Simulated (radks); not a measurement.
Values are calculated unless marked as measured or tabulated.
In XLVII, configuration [He] 2s0.75 3s0.25 (fractional occupations, a model configuration). Code: a radial shooting solver on a logarithmic mesh with Libxc functionals. Model: Dirac Kohn-Sham, BLYP, spin-unpolarised, spherical densities, finite nucleus; Fermi nuclear charge, rms radius 4.6156 fm. Some entries of the table are withheld. Estimate them.

orbital  occ.  eigenvalue (eV)  r(max) (bohr)  <r^2> (bohr^2)
1s1/2       2              (1)        0.01917        0.001179
2s1/2    0.75        -7884.873         0.1041         0.01686
2p1/2       0        -7786.748        0.07906         0.01210
2p3/2       0        -7531.986        0.08308         0.01311
3s1/2    0.25        -3425.339         0.2656             (2)
3d3/2       0        -3301.587         0.1888         0.05595
3d5/2       0        -3279.414         0.1909         0.05702
4s1/2       0        -1916.556         0.5117          0.2812
4f5/2       0        -1837.763            (3)             (4)
4f7/2       0        -1833.355            (5)             (6)

Answer. 
(1) 1s1/2 eigenvalue (eV): -32348.27
(2) 3s1/2 <r^2> (bohr^2): 0.08638
(3) 4f5/2 r(max) (bohr): 0.3423
(4) 4f5/2 <r^2> (bohr^2): 0.1673
(5) 4f7/2 r(max) (bohr): 0.3437
(6) 4f7/2 <r^2> (bohr^2): 0.1686
